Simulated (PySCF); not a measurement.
**As⁺ (arsenic, charge +1) across methods**

[Ar] 3d10 4s1 4p2 4d1, one real determinant (an excited configuration). Computed with PySCF 2.14 in aug-cc-pVDZ-DK, with scalar relativity by spin-free X2C-1e. The B2PLYP total includes its PT2 part (frozen core); its orbital energies are those of the SCF part.

```json
{"method": "r2SCAN", "E (hartree)": "-2259.529", "mean ε 4s α (eV)": "-28.627", "mean ε 4p α (eV)": "-17.637", "mean ε 4d α (eV)": "-5.222", "Σ⟨r²⟩ (bohr²)": "37.38", "⟨S²⟩": "6.001"}
{"method": "B2PLYP", "E (hartree)": "-2259.112", "mean ε 4s α (eV)": "-31.477", "mean ε 4p α (eV)": "-19.634", "mean ε 4d α (eV)": "-6.105", "Σ⟨r²⟩ (bohr²)": "37.37", "⟨S²⟩": "6.000"}
{"method": "TPSSh", "E (hartree)": "-2259.494", "mean ε 4s α (eV)": "-28.673", "mean ε 4p α (eV)": "-17.738", "mean ε 4d α (eV)": "-5.464", "Σ⟨r²⟩ (bohr²)": "37.35", "⟨S²⟩": "6.001"}
{"method": "wB97X-V", "E (hartree)": "-2259.342", "mean ε 4s α (eV)": "-32.219", "mean ε 4p α (eV)": "-20.733", "mean ε 4d α (eV)": "-7.339", "Σ⟨r²⟩ (bohr²)": "37.11", "⟨S²⟩": "6.001"}
{"method": "UHF", "E (hartree)": "-2257.92493", "mean ε 4s α (eV)": "-34.832", "mean ε 4p α (eV)": "-22.088", "mean ε 4d α (eV)": "-7.038", "Σ⟨r²⟩ (bohr²)": "37.67", "⟨S²⟩": "6.001"}
{"method": "B3LYP", "E (hartree)": "-2259.578", "mean ε 4s α (eV)": "-29.226", "mean ε 4p α (eV)": "-18.049", "mean ε 4d α (eV)": "-5.595", "Σ⟨r²⟩ (bohr²)": "37.24", "⟨S²⟩": "6.000"}
{"method": "PBE0", "E (hartree)": "-2259.282", "mean ε 4s α (eV)": "-29.700", "mean ε 4p α (eV)": "-18.491", "mean ε 4d α (eV)": "-5.820", "Σ⟨r²⟩ (bohr²)": "37.23", "⟨S²⟩": "6.001"}
{"method": "LDA", "E (hartree)": "-2256.081", "mean ε 4s α (eV)": "-27.969", "mean ε 4p α (eV)": "-17.172", "mean ε 4d α (eV)": "-5.201", "Σ⟨r²⟩ (bohr²)": "37.12", "⟨S²⟩": "6.001"}
{"method": "PBE", "E (hartree)": "-2259.238", "mean ε 4s α (eV)": "-27.770", "mean ε 4p α (eV)": "-17.100", "mean ε 4d α (eV)": "-5.279", "Σ⟨r²⟩ (bohr²)": "37.24", "⟨S²⟩": "6.001"}
```

⟨L²⟩ = 7.83 against 12 for a pure F term, so this real determinant mixes terms. The outer electron is Rydberg-like, and this basis confines it to a smaller radius and binds it less than a complete one would.
